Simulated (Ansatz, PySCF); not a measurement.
Pair of molecules: C2H4 (SMILES C=C) (first 6 atoms) with CH4O (SMILES CO); geometry from B3LYP-D3(BJ)/def2-TZVP, rigid monomers moved along the line of their centres of mass till C1···H12 is 2.80 Å.
(charge 0, multiplicity 1):
| atom | x (Å) | y (Å) | z (Å) |
|---|---|---|---|
| C | 0.7019 | 0.2081 | 0.0238 |
| C | -0.6063 | 0.0269 | -0.1008 |
| H | 1.1658 | 1.1668 | -0.1740 |
| H | 1.3615 | -0.5962 | 0.3268 |
| H | -1.0691 | -0.9328 | 0.0955 |
| H | -1.2663 | 0.8298 | -0.4059 |
| C | -0.2399 | -0.6028 | 4.0627 |
| O | -0.3720 | 0.7177 | 3.5657 |
| H | -1.0159 | -1.2725 | 3.6729 |
| H | -0.3465 | -0.5517 | 5.1458 |
| H | 0.7415 | -1.0358 | 3.8346 |
| H | -0.2797 | 0.6883 | 2.6052 |

Interaction energies are E(AB) − E(A) − E(B) at the monomers' geometry in the complex; basis-set methods are counterpoise corrected.

Frozen-core correlation.

Run with Ansatz (a quantum-chemistry and plane-wave program) with Gaussian orbitals; PySCF for the dispersion terms. Each number belongs to the level named beside it.

PBE/def2-TZVPPD gives -2.07 kcal/mol for the interaction energy.

Question: Predict the shift from PBE, with its sign, for: PBE-D3(BJ)/def2-TZVPPD, r2SCAN/def2-TZVPPD, B3LYP/def2-TZVPPD, wB97M-V/def2-TZVPPD, MP2/aug-cc-pVDZ, CCSD(T)/aug-cc-pVDZ.

Answer: PBE-D3(BJ)/def2-TZVPPD -0.86; r2SCAN/def2-TZVPPD -0.23; B3LYP/def2-TZVPPD 0.62; wB97M-V/def2-TZVPPD -0.44; MP2/aug-cc-pVDZ -0.25; CCSD(T)/aug-cc-pVDZ -0.11 kcal/mol. 1 of 6 lie above PBE; the widest gap is to PBE-D3(BJ)/def2-TZVPPD.
